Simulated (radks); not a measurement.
Q: Te XI, configuration [Kr] 4d6. Method: scalar-relativistic Kohn-Sham, LDA (Slater exchange, VWN5 correlation), spin-polarised, spherical densities, finite nucleus; open shells are filled with parallel spins first (spin-orbit coupling, left out, can overturn this in heavy ions); Fermi nuclear charge, rms radius 4.7423 fm; computed with a radial shooting solver on a logarithmic mesh with Libxc functionals. Some entries of the table are withheld. Estimate them.

orbital,occ.,eigenvalue (Ry),r(max) (bohr)
1s up,1,-2335.715,0.01796
1s down,1,-2335.712,0.01796
2s up,1,-370.0090,0.1015
2s down,1,-369.8965,0.1014
2p up,3,-333.7757,0.08125
2p down,3,-333.6854,0.08124
3s up,1,-84.36167,0.2927
3s down,1,-84.28429,0.2927
3p up,3,-72.58536,0.2861
3p down,3,-72.50221,0.2862
3d up,5,(1),0.2370
3d down,5,(2),0.2372
4s up,1,(3),0.6918
4s down,1,(4),0.6909
4p up,3,-21.03998,0.7232
4p down,3,-20.69373,0.7224
4d up,5,-15.35961,0.7716
4d down,1,-15.02331,0.7715

A: 
(1) 3d up eigenvalue (Ry): -54.77106
(2) 3d down eigenvalue (Ry): -54.66276
(3) 4s up eigenvalue (Ry): -24.84655
(4) 4s down eigenvalue (Ry): -24.49908
